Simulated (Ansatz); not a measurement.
Computed with Ansatz on PBE0-D4/def2-TZVP structures; ΔE is electronic, products minus reactants. CBS: MP2 limit from def2 TZ/QZ plus the TZ coupled-cluster correction, frozen cores. Functionals use def2-TZVPP. HSE06 is defined as in plane-wave codes. For Ga outer-core shells are correlated without core-valence functions, which leaves a few kJ/mol of doubt a bond. Scalar relativity is left out up to krypton.

`C[NH][GaH2]` + `[SiH3]S` → `CS[SiH3]` + `[NH2][GaH2]`  (substitution at a C–N bond)

```
       level  ΔE (kcal/mol)
     PBE0-D4           -6.5
    HSE06-D4           -6.5
      B2PLYP           -6.1
HF/CBS(def2)           -5.8
```

**Question.** What does CCSD(T)/CBS give? (An estimate is asked.)

**Answer.** The calculation gave: -6.7 kcal/mol. The listed levels differ from it by 0.2, 0.2, 0.6, 0.9 kcal/mol.

Largest T1 diagnostic among the species: 0.015.

Leaving LDA and LC-ωPBE aside and taking each functional with its dispersion term where it has one, the values, not all of them listed here, spread over 1.0 kcal/mol, from r2SCAN0-D4 to CAM-B3LYP-D4. LDA lies +1.0 kcal/mol from PBE without D4. At CCSD(T), def2-SVP lies +4.9 kcal/mol from the extrapolated value and def2-TZVPP +1.0 kcal/mol.
